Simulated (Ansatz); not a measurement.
Consider the redistribution: `[CH3][Cd][Cl]` + `[NH2][Zn][Br]` → `[Cl][Cd][Br]` + `[CH3][Zn][NH2]`.

Computed with Ansatz on PBE0-D4/def2-TZVP structures; ΔE is electronic, products minus reactants. CBS: MP2 limit from def2 TZ/QZ plus the TZ coupled-cluster correction, frozen cores. DFT in def2-TZVPP. Elements past krypton have def2 core potentials. For Br, Cd, Zn outer-core shells are correlated without core-valence functions, which leaves a few kJ/mol of doubt a bond. Scalar relativity is left out up to krypton. One conformer a species, not always the lowest.

```json
{"level": "PBE0", "ΔE (kJ/mol)": "15.0"}
{"level": "CCSD(T)/def2-SVP", "ΔE (kJ/mol)": "15.2"}
```

Question: What does CCSD(T)/CBS give? (An estimate is asked.)

Answer: The calculation gave: +16.1 kJ/mol. The listed levels differ from it by -1.1, -0.9 kJ/mol.

Largest T1 diagnostic among the species: 0.014.

In def2-TZVPP, CCSD(T) changes the Hartree–Fock value by +7.6 kJ/mol (the triples alone add +0.9 kJ/mol) and MP2 by +11.0 kJ/mol. Leaving LDA and LC-ωPBE aside and taking each functional with its dispersion term where it has one, the values, not all of them listed here, spread over 5.1 kJ/mol, from B97M-V to PBE-QIDH.
